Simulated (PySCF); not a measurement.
Compound: C6H13N.
Z-matrix (Å and degrees, PBE0-D3(BJ)/def2-SVP geometry), rows numbered from 1:
```
C 
N   1  1.2615
C   2  1.4472  1  118.77
C   3  1.5232  2  108.52  1  -115.38
C   3  1.5277  2  109.26  1   122.89
C   5  1.5209  3  114.26  2   -62.49
C   6  1.5201  5  113.11  3  -178.97
H   1  1.1001  2  119.97  3   179.30
H   1  1.1098  2  123.17  3    -0.65
H   3  1.1136  2  110.66  1     3.81
H   4  1.1006  3  110.59  2  -178.76
H   4  1.1001  3  110.96  2    60.96
H   4  1.1007  3  110.21  2   -58.62
H   5  1.1043  3  108.21  2    60.01
H   5  1.1044  3  108.10  2   175.15
H   6  1.1029  5  108.88  3    58.80
H   6  1.1052  5  109.18  3   -56.50
H   7  1.1007  6  111.65  5  -179.96
H   7  1.1020  6  111.13  5   -59.86
H   7  1.1023  6  111.40  5    59.75
```

Level: CAM-B3LYP/def2-SVPD in PySCF, non-relativistic, on one gas-phase PBE0-D3(BJ)/def2-SVP geometry that isn't relaxed in the solvent. The solvent is an IEF-PCM continuum (van der Waals radii × 1.2), and excitations are vertical TDDFT with non-equilibrium linear response and a frozen core. Only the electrostatic response of the medium enters.

Gas-phase singlets (H = HOMO, L = LUMO):

```json
{"state": "S1", "E (eV)": "4.929", "λ (nm)": "252", "f": "0.001", "leading configurations": "H→L 97%"}
{"state": "S2", "E (eV)": "7.430", "λ (nm)": "167", "f": "0.070", "leading configurations": "H→L+1 53%, H→L+2 23%, H-1→L 17%"}
{"state": "S3", "E (eV)": "7.760", "λ (nm)": "160", "f": "0.201", "leading configurations": "H-1→L 77%, H→L+1 10%"}
{"state": "S4", "E (eV)": "7.892", "λ (nm)": "157", "f": "0.005", "leading configurations": "H-3→L 68%, H-2→L 8%"}
{"state": "S5", "E (eV)": "8.116", "λ (nm)": "153", "f": "0.019", "leading configurations": "H→L+3 69%, H→L+1 14%, H→L+2 9%"}
```

Q: How does the list change in dimethylsulfoxide (ε = 46.83)?

A: 
```
state  E (eV)  λ (nm)      f           leading configurations  change by rank (eV)
   S1   5.068     245  0.002                          H→L 97%               +0.139
   S2   7.514     165  0.266   H-1→L 66%, H→L+1 16%, H→L+2 8%               +0.084
   S3   7.795     159  0.038   H-3→L 44%, H→L+1 12%, H-1→L 9%               +0.035
   S4   7.830     158  0.061  H→L+1 22%, H-1→L 20%, H-3→L 19%               -0.062
   S5   8.256     150  0.189             H→L+3 55%, H→L+4 24%               +0.140
```

Q: The ground-state energy changes by -0.156 eV from gas to dimethylsulfoxide. By how much does the total energy of gas-phase S1 change?

A: E(S1) = E(S0) + excitation energy, so it changes by -0.156 + 0.139 = -0.017 eV: it is lowered less than the ground state, which is what a blue shift means. This is the vertical state, with the slow part of the continuum still set for S0.

Q: How do the frontier levels move from gas to dimethylsulfoxide?

A: 
| orbital | gas (eV) | solvent (eV) | change (eV) |
| --- | --- | --- | --- |
| LUMO+2 | 1.79 | 1.95 | +0.16 |
| LUMO+1 | 1.53 | 1.69 | +0.16 |
| LUMO | 0.79 | 0.84 | +0.05 |
| HOMO | -8.75 | -8.85 | -0.10 |
| HOMO-1 | -9.89 | -9.84 | +0.05 |
| HOMO-2 | -10.54 | -10.42 | +0.12 |
| HOMO-3 | -10.59 | -10.48 | +0.11 |

The HOMO–LUMO gap goes from 9.54 to 9.69 eV. Rows go by rank; for LUMO+1 and LUMO+2 the atom shares or the degeneracy differ between the runs, so the row needn't follow one orbital.
